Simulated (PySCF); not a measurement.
PhSiCl2(SeBu), C10H14Cl2SeSi.
Cartesian coordinates in Å at the PBE0-D3(BJ)/def2-SVP level; atoms count from 1:
```
atom  x, y, z in Å
C1    -3.5141   -0.5952    1.4207
C2    -3.0546    0.1232    0.1632
C3    -1.7329   -0.4097   -0.3673
C4    -1.2015    0.2824   -1.6087
Se5   -0.9666    2.2413   -1.4717
Si6    0.4643    2.2429    0.2683
Cl7   -0.4910    2.0217    2.1003
Cl8    1.3123    4.1230    0.2738
C9     1.7503    0.9045    0.1200
C10    2.0519    0.0367    1.1783
C11    3.0129   -0.9606    1.0229
C12    3.6829   -1.1009   -0.1913
C13    3.3922   -0.2429   -1.2526
C14    2.4305    0.7525   -1.0992
H15   -4.4743   -0.1988    1.7831
H16   -3.6418   -1.6762    1.2482
H17   -2.7776   -0.4713    2.2307
H18   -2.9447    1.2001    0.3727
H19   -3.8237    0.0441   -0.6258
H20   -1.8359   -1.4827   -0.6128
H21   -0.9729   -0.3652    0.4320
H22   -1.8972    0.1812   -2.4561
H23   -0.2328   -0.1365   -1.9157
H24    1.5275    0.1430    2.1312
H25    3.2394   -1.6319    1.8547
H26    4.4347   -1.8847   -0.3130
H27    3.9166   -0.3522   -2.2049
H28    2.1995    1.4167   -1.9378
```

Method used: PySCF, TDDFT CAM-B3LYP/def2-SVPD, vertical, gas phase, core orbitals frozen in the response. Relativistic effects, spin–orbit coupling among them, are left out although an element past zinc is present.

Frontier orbitals with the atoms that hold most of them (Löwdin shares over 4%, at most four atoms; ? is withheld):

```tsv
orbital	ε (eV)	atoms
LUMO+2	0.66	Se5 32%, Cl7 15%, Si6 13%, Cl8 9%
LUMO+1	0.34	C13 18%, C11 17%, C10 17%, C14 17%
LUMO	-0.30	?
HOMO	?	Se5 70%, C4 8%, Si6 6%
HOMO-1	-8.98	C11 23%, C14 23%, C10 15%, C13 15%
HOMO-2	-9.00	C9 22%, C12 20%, C13 15%, C10 15%
HOMO-3	-9.67	Se5 36%, Cl7 12%, Si6 12%, Cl8 9%
```

(1) Which atoms hold the LUMO, and with what shares?

(2) What is the HOMO energy, and the HOMO–LUMO gap?

Results:

(1) C9 (bonded to 2 C and Si) 17%; C12 (bonded to 2 C and H) 17%; C14 (bonded to 2 C and H) 11%; Si6 (bonded to C, 2 Cl and Se) 10%. By element: carbon 45% or more, silicon 10%.

(2) ε(HOMO) = -8.13 eV; the gap is 7.83 eV (0.2879 hartree).

The HOMO–LUMO gap is 7.83 eV. Where does the response calculation put the lowest singlet, and from which orbitals?

S1 is at 4.92 eV (f = 0.0069), 2.92 eV below the gap, made of HOMO→LUMO (58%), HOMO→LUMO+3 (18%), HOMO→LUMO+2 (11%). 

Next come S2 at 5.29 eV (f 0.0065), HOMO-1→LUMO (55%), HOMO-2→LUMO+1 (28%); S3 at 5.74 eV (f 0.027), HOMO→LUMO (32%), HOMO→LUMO+3 (24%), HOMO→LUMO+2 (13%); S4 at 5.84 eV (f 0.026), HOMO→LUMO+2 (47%), HOMO→LUMO+3 (25%); S5 at 5.88 eV (f 0.093), HOMO-2→LUMO (56%), HOMO-1→LUMO+1 (14%), HOMO-1→LUMO (9%).

One conformer stands for the species.
